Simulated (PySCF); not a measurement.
# Ionisation energy of Bi by level of theory

Bi [Xe] 4f14 5d10 6s2 6p3 (4S) → Bi⁺ [Xe] 4f14 5d10 6s2 6p2 (3P), as a difference of total energies. Calculation: PySCF 2.14, in aug-cc-pwCVTZ-PP with ECP60MDF (8s7p6d4f1g, 96 functions); scalar relativity through the core potential. Correlated levels: valence: 5s2 5p6 5d10 frozen; valence and next inner shell: nothing frozen outside the core potential. The calculations carry no spin-orbit coupling.

| method | ionisation energy (eV) | difference from reference (eV) |
| --- | --- | --- |
| UHF | 8.201 | +0.915 |
| LDA | 8.749 | +1.463 |
| PBE | 8.564 | +1.278 |
| PBE0 | 8.634 | +1.348 |
| r2SCAN | 8.757 | +1.471 |
| PBEsol | 8.609 | +1.323 |
| wB97X-V | 8.406 | +1.120 |
| B97-3 | 8.404 | +1.118 |
| M06-2X | 8.633 | +1.347 |
| MP2 (valence) | 8.560 | +1.274 |
| SCS-MP2 (valence) | 8.443 | +1.157 |
| MP2 (valence and next inner shell) | 8.743 | +1.457 |
| SCS-MP2 (valence and next inner shell) | 8.560 | +1.274 |

Reference: 7.286 eV (measured; NIST Atomic Spectra Database, ionization energies).

Spin-orbit coupling is strong in these open shells (close to jj coupling). The scalar numbers leave it out and a first-order estimate fails, so it can dominate the gap to the real levels.

Errors of the correlated levels include the incompleteness of this basis and the frozen core.
